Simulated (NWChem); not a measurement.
C2H7NSi; SMILES C/C=N\[SiH3]

Program: NWChem. Medium grid unless said otherwise, to which SCAN and Minnesota functionals are sensitive. The geometry was optimised at B3LYP/6-31G* (spherical d). Total energies of different functionals are on different scales.

```json
[
 {"level": "PBE/def2-TZVP", "energy (Ha)": "-424.3842", "highest occupied level (eV)": "…", "orbital gap (eV)": "…", "dipole (D)": "…"},
 {"level": "B3LYP/def2-TZVP", "energy (Ha)": "-424.7484", "highest occupied level (eV)": "-6.70", "orbital gap (eV)": "5.79", "dipole (D)": "2.19"},
 {"level": "PBE0/def2-TZVP", "energy (Ha)": "-424.4277", "highest occupied level (eV)": "-6.92", "orbital gap (eV)": "6.24", "dipole (D)": "2.20"},
 {"level": "TPSSh/def2-TZVP", "energy (Ha)": "-424.7514", "highest occupied level (eV)": "-6.19", "orbital gap (eV)": "5.01", "dipole (D)": "2.17"},
 {"level": "PW6B95/def2-TZVP", "energy (Ha)": "-425.1443", "highest occupied level (eV)": "-7.04", "orbital gap (eV)": "6.44", "dipole (D)": "2.18"},
 {"level": "r2SCAN/def2-TZVP", "energy (Ha)": "-424.6068", "highest occupied level (eV)": "-5.82", "orbital gap (eV)": "4.26", "dipole (D)": "2.22"}
]
```

Some entries are withheld; supply them.


- PBE/def2-TZVP, highest occupied level (eV): -5.56
- PBE/def2-TZVP, orbital gap (eV): 3.78
- PBE/def2-TZVP, dipole (D): 2.11
